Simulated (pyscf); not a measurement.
Cl–GeH₂–GeH(Cl)–Cl (SMILES [Cl][GeH2][GeH]([Cl])[Cl]) -> Cl–GeH(Cl)–Cl (SMILES [Cl][GeH]([Cl])[Cl]) + GeH₂ (SMILES [GeH2]) [singlet] (1,1-elimination; singlet surface; Cl–Ge, Ge–Ge broken, Cl–Ge formed). Single points on ωB97X-D3(BJ)/def2-SVP structures (PySCF, gas phase). Energies in kcal/mol from the reactant's lowest minimum found.

```json
[
 {"level": "ωB97X-D3(BJ)/def2-TZVP", "barrier": "44.9", "reaction energy": "+53.4"},
 {"level": "r²SCAN/def2-TZVP", "barrier": "42.0", "reaction energy": "+50.5"},
 {"level": "B3LYP-D3(BJ)/def2-TZVP", "barrier": "41.8", "reaction energy": "+45.8"},
 {"level": "M06-2X/def2-TZVP", "barrier": "___", "reaction energy": "___"},
 {"level": "ωB97M-D3(BJ)/def2-TZVP", "barrier": "___", "reaction energy": "+44.0"},
 {"level": "HF/def2-TZVP", "barrier": "53.6", "reaction energy": "+40.1"}
]
```

Task: Fill in the missing entries.

Result: 
- M06-2X/def2-TZVP, barrier: 41.2
- M06-2X/def2-TZVP, reaction energy: +45.1
- ωB97M-D3(BJ)/def2-TZVP, barrier: 42.8

On the product side the descent ends in a bound adduct, 11.3 kcal/mol under the separated species and 2.8 kcal/mol under the saddle at ωB97X-D3(BJ)/def2-TZVP. At ωB97X-D3(BJ)/def2-TZVP, r²SCAN, B3LYP-D3(BJ), M06-2X, ωB97M-D3(BJ) the saddle lies under the separated products, which points to a path from their complex (located at ωB97X-D3(BJ) alone), and parting the products costs more than the saddle. One saddle was located; it need not be the lowest between these sides. Elements up to Kr have no core potential and no relativistic terms here.
